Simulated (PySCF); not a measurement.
Structure problem from calculated spectra and properties.

Formula: C4H10BF3O.

| Item | Value |
| --- | --- |
| 1H NMR | chemical shifts (computed TMS as zero) by class: 4.09 (4 H), 1.34 (6 H) ppm [GIAO KT3/pcSseg-2] |
| 13C NMR | chemical shifts (computed TMS as zero) by class: 74.8 (2 C), 17.3 (2 C) ppm [GIAO KT3/pcSseg-2] |
| NMR, other nuclei | isotropic shieldings of nuclei other than C and H, by class: 98 (1 B), 235 (1 O), 338 (3 F) ppm [GIAO KT3/pcSseg-2] |
| Rotational structure | rotational constants A, B, C: 1.870, 1.337, 0.991 GHz [PBE0-D3(BJ)/def2-TZVP] |
| Dipole | 5.77 D [KT3/pcSseg-2] |

The electronic properties come from PySCF, for the isolated species, density fitting. Levels stand in brackets. The structure is a single PBE0-D3(BJ)/def2-TZVP conformer in the gas phase; no vibrational or solvent corrections. NMR classes are plain means over equivalent atoms (diastereotopic ones count apart unless rotation or inversion swaps them), as if these changed places fast.

**Question.** Give a SMILES that accounts for the data.

**Answer.** Numbering: `[CH3:1][CH2:2][O+:3]([CH2:4][CH3:5])[B-:6]([F:7])([F:8])[F:9]`. 4 carbons fall into 2 classes; from least to most shielded: sp3 carbon bound to oxygen [C2/C4] (74.8 ppm, 2 C), methyl carbon [C1/C5] (17.3 ppm, 2 C, up to 3.4 ppm apart in this geometry). Hydrogen classes from least to most shielded: 4 H on 2 like atoms (sp3 carbon bound to oxygen), C2/C4 (4.09 ppm, a mean of values up to 1.2 ppm apart in this geometry), 6 H on 2 methyl carbons, C1/C5 (1.34 ppm, a mean of values up to 0.9 ppm apart in this geometry). The other shieldings belong to: 98 ppm, four-coordinate boron [B6]; 235 ppm, oxygen bonded to B and 2 C [O3]; 338 ppm, boron-bound fluorine [F7/F8/F9]. The optimised geometry has point group C1 and is an asymmetric top. Structure: BF3OEt2, `CC[O+](CC)[B-](F)(F)F`. The assignments are read from this structure; whether some other isomer fits the data as well wasn't checked.

The values belong to the conformer `[CH3:1][CH2:2][O+:3]([CH2:4][CH3:5])[B-:6]([F:7])([F:8])[F:9]`: C1–C2–O3–C4 124°, C2–O3–C4–C5 -76°, C2–O3–B6–F7 165°.
